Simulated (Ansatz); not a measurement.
`C[S][SbH2]` and `[SH][SbH2]` differ in one atom or group.

Ansatz, PBE0-D4/def2-TZVP geometries, multiplicity 1. 

Elements past krypton have def2 core potentials.  Spin–orbit coupling is left out; it splits and shifts lone-pair levels of the heavy atoms by tenths of an eV.

```
                                                                                  property  `C[S][SbH2]`
ideal-gas entropy at 298 K and 1 bar (rigid rotor, harmonic PBE0-D4/def2-TZVP) / J/(mol·K)           339
                                        size of the dipole moment (ωB97M-V/def2-TZVPP) / D          1.70
                                                     LUMO energy (ωB97M-V/def2-TZVPP) / eV          0.67
                                                     HOMO–LUMO gap (B3LYP/def2-TZVPP) / eV          5.21
                                                     HOMO energy (ωB97M-V/def2-TZVPP) / eV         -8.88
                                                         HOMO energy (PBE/def2-TZVPP) / eV         -5.50
```

Problem. Give the same properties after the change, and the shifts. (Best estimate.)

Solution. The calculation gave: 
```json
{"property": "ideal-gas entropy at 298 K and 1 bar (rigid rotor, harmonic PBE0-D4/def2-TZVP) / J/(mol·K)", "`[SH][SbH2]`": "293", "shift": "-46"}
{"property": "size of the dipole moment (ωB97M-V/def2-TZVPP) / D", "`[SH][SbH2]`": "1.65", "shift": "-0.05"}
{"property": "LUMO energy (ωB97M-V/def2-TZVPP) / eV", "`[SH][SbH2]`": "0.52", "shift": "-0.15"}
{"property": "HOMO–LUMO gap (B3LYP/def2-TZVPP) / eV", "`[SH][SbH2]`": "5.59", "shift": "0.38"}
{"property": "HOMO energy (ωB97M-V/def2-TZVPP) / eV", "`[SH][SbH2]`": "-9.46", "shift": "-0.58"}
{"property": "HOMO energy (PBE/def2-TZVPP) / eV", "`[SH][SbH2]`": "-6.06", "shift": "-0.56"}
```

With PBE0 the HOMO falls by 0.58 eV and the LUMO falls by 0.18 eV, so the gap widens by about 0.40 eV. PBE moves the HOMO by -0.56 eV and ωB97M-V by -0.58 eV. The zero-point energy changes by -77.8 kJ/mol with -9 modes. Dipoles are sizes alone; their direction can turn. Modes under 60 cm⁻¹, often nearly free rotors, make the harmonic entropy too high.

B3LYP here is the variant with VWN-RPA as its local correlation; programs differ in this.
